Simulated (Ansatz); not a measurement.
`N[SiH](F)[SiH2]O` + `[BH2][GaH][OH]` → `B[SiH2][SiH](N)F` + `[OH][GaH][OH]`  (redistribution)

Isolated molecules relaxed with PBE0-D4/def2-TZVP in Ansatz; ΔE leaves out vibrations. CCSD(T)/CBS is the MP2 limit (def2-TZVPP, def2-QZVPP) plus CCSD(T) − MP2 in def2-TZVPP, frozen cores. Functionals use def2-TZVPP. For Ga outer-core shells are correlated without core-valence functions, which leaves a few kJ/mol of doubt a bond. Scalar relativity is left out up to krypton. Each species was taken in one conformer, which may not be the lowest.

```tsv
level	ΔE (kcal/mol)
PBE0	0.4
CCSD(T)/def2-SVP	-4.2
```

(1) What does CCSD(T)/CBS give? (Best estimate.)

Largest T1 diagnostic among the species: 0.015.

Answers

(1) Ansatz gave: +1.5 kcal/mol. The listed levels differ from it by -1.1, -5.7 kcal/mol.

From r2SCAN to r2SCAN0 (25 % exact exchange), in def2-TZVPP and without D4, ΔE moves by +0.8 kcal/mol. At CCSD(T), def2-SVP lies −5.7 kcal/mol from the extrapolated value and def2-TZVPP −1.0 kcal/mol. In def2-TZVPP, CCSD(T) changes the Hartree–Fock value by −3.7 kcal/mol (the triples alone add −0.8 kcal/mol) and MP2 by −3.8 kcal/mol.
